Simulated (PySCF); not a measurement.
Zn(F)2 anion (F2Zn), SMILES [F][Zn][F] (connectivity only; charge and spin as stated), charge -1, multiplicity 2. Geometry optimised at r2SCAN-D4/def2-SVPD. The multiplicity is an assumed one; other spin states were not compared. The isomer is the one that the SMILES or the coordinates give; other isomers of the formula were not compared.

These are r2SCAN-D4/def2-SVPD run with PySCF values and carry that method's errors.

Harmonic wavenumbers (cm⁻¹): 154, 480, 500. Rotational constants (GHz): 22.29, 5.211, 4.224; symmetry number 2.

Q: Work out the zero-point energy and the ideal-gas rigid-rotor harmonic-oscillator thermochemistry at 298.15 K and 1 atm.

A: ZPE = ½ Σ hcν = ½ × 1134 cm⁻¹ = 1.62 kcal/mol. H − E(el) = 4.68 kcal/mol. Entropy in cal/(mol K): translation 39.82, rotation 22.62, vibration 3.99, spin 1.38, total 67.81. G − E(el) = -15.54 kcal/mol. Cp = 12.39 cal/(mol K).
